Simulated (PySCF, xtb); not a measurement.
Si(Cl)(Me)(OH)2 (CH5ClO2Si), SMILES C[Si](O)(O)Cl.

GFN2-xTB in xtb at its own geometry gives an orbital gap of 7.82 eV and a dipole moment of 2.14 D.

Geometry: B3LYP-D3(BJ)/def2-SVP. One conformer was computed; it need not be the lowest.

What does PBE/def2-TZVP run with PySCF give? (An estimate is asked for; the answer gives what the named calculation found.)

gap 7.13 eV (levels -7.42 and -0.30 eV), dipole 0.93 D.
